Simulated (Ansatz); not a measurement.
Cartesian coordinates (Å):
SMILES: [SiH3]B([SiH3])[SiH3]
```xyz
13

Si    -0.2517     1.9932    -0.0772
B      0.0354     0.0173    -0.0578
Si     1.8203    -0.7974     0.3123
Si    -1.5411    -1.1841    -0.2962
H     -0.5175     2.3050     1.3619
H      0.9167     2.8049    -0.5118
H     -1.4470     2.4217    -0.8539
H      1.9790    -2.1704    -0.2407
H      2.9968     0.0186    -0.0913
H      1.8307    -0.9129     1.8041
H     -1.5613    -1.3793    -1.7803
H     -1.4130    -2.5264     0.3329
H     -2.8473    -0.5901     0.0981
```
Charge 0, spin multiplicity 1.

Method: frozen-core CCSD(T)/def2-TZVPP // r2SCAN-D4/def2-TZVP (Ansatz, an electronic-structure program).

```
Property                       Result
----------------------  -------------
HF energy               -896.70674 Ha
MP2 correlation energy    -0.48204 Ha
```

### Question
Estimate the CCSD correlation energy, the (T) correction, the total energy and the T1 diagnostic.

### Answer

* **CCSD correlation energy**: -0.56484 Ha
* **(T) correction**: -0.01983 Ha
* **CCSD(T) total energy**: -897.29142 Ha
* **T1 diagnostic**: 0.015
